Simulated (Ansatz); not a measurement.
Ideal-gas functions of BBrH3N, SMILES `NBBr` at 400 K and 1 bar, from an Ansatz frequency run at PBE0-D4/def2-TZVP.

Molar mass 107.75 g/mol, point group Cs (symmetry number 1), electronic degeneracy 1, moments of inertia 10.218, 133.522, 143.74 u Å². Harmonic wavenumbers (cm⁻¹, unscaled): 305, 551, 601, 605, 880, 908, 1128, 1355, 1628, 2678, 3614, 3715.

Use S(trans) = R[1.5 ln M + 2.5 ln T − 1.1517]; rotational temperatures θ = 24.2544 K / I; S(rot) = R[ln(√π/σ · √(T³/θAθBθC)) + 1.5]; for each mode x = 1.438777 ν̃/T, S = R[x/(eˣ − 1) − ln(1 − e⁻ˣ)] and H = RT x/(eˣ − 1); 1 cm⁻¹ = 0.0119627 kJ/mol; R = 8.31446 J/(mol·K).

Question: By hand: the entropy, in J/(mol·K).

Answer: Translation 173.3. Rotation: θ = 2.3737, 0.1817, 0.1687 K, giving 102.8. Vibration, mode by mode: 7.95, 3.87, 3.36, 3.32, 1.52, 1.40, 0.74, 0.38, 0.16, 0.01, 0.00, 0.00, in all 22.7. Electronic 0.0. Sum 298.8 J/(mol·K).

Question: By hand: H − E and G − E in kJ/mol, counted from the electronic energy.

Answer: Zero-point energy ½ × 17968 × 0.0119627 = 107.5; thermal vibration 6.1; translation, rotation and pV give 4 RT = 13.3. H − E = 126.9 kJ/mol, and G − E = 126.9 − 400 × 298.8/1000 = 7.4 kJ/mol.

Vibration gives 8 % of the entropy. The sum counts one conformer and one mirror image; others add a mixing term.
